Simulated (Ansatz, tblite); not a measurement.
Cost and result up the ladder for BeF₂ (3 atoms). Charge 0, multiplicity 1. Geometry: PBE-D4/def2-TZVP.

```
atom   x (Å)   y (Å)   z (Å)
 Be1   0.000   0.001  -0.001
  F2  -0.915   0.836   0.632
  F3   0.914  -0.837  -0.631
```

Ansatz on 4 threads of Arm Neoverse V2 on a shared host; xTB runs through tblite on one thread. Times are rough, summed over both states, and most runs start from the orbitals of an earlier one. No level here is sound enough to serve as a yardstick. The other state is a doublet.

The xTB rows come from tblite. Correlated methods freeze 2 core orbitals. In CCSD on the charge 1 doublet the largest single amplitude is 0.35, so its Hartree–Fock determinant may place the open shell otherwise than the density functionals do.

Run but left out: HF/def2-TZVPP, MP2/def2-TZVPP (charge +1 doublet: a determinant that CCSD turns far, T1 0.061).

Correlated methods converge slowly with the basis.

Raw xTB energies of ions are shifted by several eV.

```tsv
level	functions	vertical IE (eV)	remarks
CCSD(T)/def2-TZVPP	81	15.48	large T1 (0.061) (+1 doublet)
GFN2-xTB	12	18.84	–
GFN1-xTB	12	18.79	–
PBE-D4/def2-TZVP	81	14.20	–
r2SCAN-D4/def2-TZVP (with forces)	81	14.40	–
```

(1) Estimate how long each takes.

Results:

(1) GFN2-xTB 0.002 s; GFN1-xTB 0.003 s; PBE-D4/def2-TZVP 1.3 s; CCSD(T)/def2-TZVPP 2.1 s; r2SCAN-D4/def2-TZVP (with forces) 2.3 s. On shared hardware such times vary by a factor of up to 3.
